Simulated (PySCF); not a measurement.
Scan of Cl₃In, singlet: umbrella (inversion) coordinate, bond length relaxed. Scanned: angle between the In-Cl bonds and the threefold axis (90 = planar). Other coordinates (In-Cl bond length) were minimised at B3LYP/def2-TZVP.

The free coordinates were minimised at B3LYP/def2-TZVP in PySCF; the energy column is wB97X-V/def2-TZVP, def2 effective core potentials past Kr (PySCF), in kcal/mol.

```csv
a / °,In-Cl bond length / Å,E
90,2.317,0.0
93,2.317,0.4
96,2.319,1.5
99,2.321,3.3
102,2.324,5.9
105,2.328,9.2
108,2.333,13.3
111,2.339,18.3
114,2.346,24.0
117,2.355,30.8
120,2.366,38.6
123,2.381,47.8
126,2.401,58.6
129,2.427,71.3
132,2.463,86.7
```
